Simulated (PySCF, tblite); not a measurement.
Isomers of C3H6F2OSi, one GFN2-xTB conformer each. Single-point energies are computed at PBE0/pcSseg-1 (PySCF, gas phase, no added dispersion term), electronic only.

```tsv
SMILES	GFN2-xTB relative energy (kcal/mol)
FC(F)[C@H]1CO[SiH2]1	0.0
C[C@@H](F)[Si@@H](F)C=O	13.0
F/C=C/O[SiH2]CF	9.8
```

Conformers: `[F:1][CH:2]([F:3])[C@H:4]1[CH2:5][O:6][SiH2:7]1` with F1–C2–C4–C5 -167°; `[CH3:1][C@@H:2]([F:3])[Si@@H:4]([F:5])[CH:6]=[O:7]` with C1–C2–Si4–F5 -42°, C2–Si4–C6–O7 49°; `[F:1]/[CH:2]=[CH:3]/[O:4][SiH2:5][CH2:6][F:7]` with C2–C3–O4–Si5 180°, C3–O4–Si5–C6 180°, O4–Si5–C6–F7 180°.

Task: What does PBE0/pcSseg-1 give for the same structures?

Result: 
```tsv
SMILES	PBE0/pcSseg-1 E (Eh)	PBE0/pcSseg-1 (kcal/mol)	GFN2-xTB (kcal/mol)	point group
C[C@@H](F)[Si@@H](F)C=O	-681.77959	0.0	13.0	C1
FC(F)[C@H]1CO[SiH2]1	-681.75714	14.1	0.0	C1
F/C=C/O[SiH2]CF	-681.72584	33.7	9.8	Cs
```

GFN2-xTB puts FC(F)[C@H]1CO[SiH2]1 lowest instead; measured from each level's own lowest isomer, the values differ by up to 23.9 kcal/mol (F/C=C/O[SiH2]CF: 9.8 against 33.7). As drawn, the lowest has a C=O bond and an Si–F bond, which the highest lacks; the highest has an Si–O bond and a C=C bond outside aromatic rings, which the lowest lacks.

Task: Which frontier levels, dipoles and rotational constants go with these structures?

Result: 
```json
{"SMILES": "C[C@@H](F)[Si@@H](F)C=O", "HOMO (eV, PBE0/pcSseg-1)": "-7.35", "LUMO (eV)": "-2.03", "dipole (D)": "0.63", "A, B, C (MHz)": "2771, 1440, 1213"}
{"SMILES": "FC(F)[C@H]1CO[SiH2]1", "HOMO (eV, PBE0/pcSseg-1)": "-8.27", "LUMO (eV)": "-0.46", "dipole (D)": "1.17", "A, B, C (MHz)": "4122, 1493, 1172"}
{"SMILES": "F/C=C/O[SiH2]CF", "HOMO (eV, PBE0/pcSseg-1)": "-6.92", "LUMO (eV)": "-0.09", "dipole (D)": "0.25", "A, B, C (MHz)": "11483, 653.6, 625.3"}
```

Task: What happens when harmonic zero-point energies from GFN2-xTB frequencies are added?

Result: 
| SMILES | ZPE (kcal/mol) | electronic (kcal/mol) | with ZPE (kcal/mol) |
| --- | --- | --- | --- |
| C[C@@H](F)[Si@@H](F)C=O | 53.4 | 0.0 | 0.0 |
| FC(F)[C@H]1CO[SiH2]1 | 54.4 | 14.1 | 15.1 |
| F/C=C/O[SiH2]CF | 52.2 | 33.7 | 32.5 |

The zero-point energies span 2.2 kcal/mol. The order is unchanged.
